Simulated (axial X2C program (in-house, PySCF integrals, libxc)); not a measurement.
**Low determinants of WF at the PBE0 level, scalar-relativistic**

All values were computed with an in-house all-electron X2C program for linear molecules (integrals from PySCF). Spin-free means the one-electron spin-free X2C Hamiltonian. Basis: W dyall-cv3z [13s14p9d7f4g], F dyall-av3z [7s6p3d2f] (cores contracted in-house); Gaussian nuclei, density fitting, unrestricted open shells. Masses: W 183.951 u, F 18.998 u.

Search at 1.891 Å (vertical energies from the lowest determinant):

| ΔE (eV) | state | electrons beyond evenly filled partner blocks | electrons in σ, π, δ, φ |
| --- | --- | --- | --- |
| 0.00 | M_S = 5/2, Λ = 0 | σα, π+α, π-α, δ+α, δ-α | 31 34 14 4 |
| 0.90 | M_S = 3/2, Λ = 1 | π+α, δ+α, δ-α | 32 33 14 4 |
| 1.24 | M_S = 5/2, Λ = 1 | 2 × σα, π+α, δ+α, δ-α | 32 33 14 4 |
| 1.27 | M_S = 3/2, Λ = 2 | π+α, π-α, δ+α | 32 34 13 4 |
| 1.81 | M_S = 3/2, Λ = 0 | σβ, π+α, π-α, δ+α, δ-α | 31 34 14 4 |
| 2.28 | M_S = 3/2, Λ = 1 | σα, π-α, δ+α, δ+β, δ-α | 31 33 15 4 |
| 2.28 | M_S = 3/2, Λ = 3 | σα, π+α, δ+α, δ+β, δ-α | 31 33 15 4 |

Lowest determinant, M_S = 5/2, Λ = 0 (beyond evenly filled blocks: σα, π+α, π-α, δ+α, δ-α): Re = 1.885 Å, ωe = 645.4 cm⁻¹.

The determinant in row 2 of the search, M_S = 3/2, Λ = 1 (beyond evenly filled blocks: π+α, δ+α, δ-α), was followed along the bond at PBE0; measured from the minimum of the lowest determinant it gives:

Te = 0.803 eV (6478 cm⁻¹), Re = 1.807 Å, ωe = 732.4 cm⁻¹.

Q: Compare the bond of the determinant in row 2 with that of the lowest one.

A: At PBE0 its Re is 0.078 Å shorter and its force constant, which goes as ωe², is 1.29 times that of the lowest determinant. This determinant mixes spin states, so it has no term energy of its own.

The search compares states at one distance, so a state with another bond length can lie lower; it is not exhaustive and yields mostly the lowest determinant of each block pattern, so other components and higher states of one pattern are missing. These are energies of single determinants, not of spin-adapted states; PBE0 term energies can be off by some tenths of an eV, and the functional has no current term. The lowest determinant need not be the ground state where others lie within half an eV. Spin–orbit coupling is large for these atoms, so the spin-free order is a model. Row 2 is spin-contaminated (⟨S²⟩ = 3.83 against 3.75), so its values are not those of a pure state.
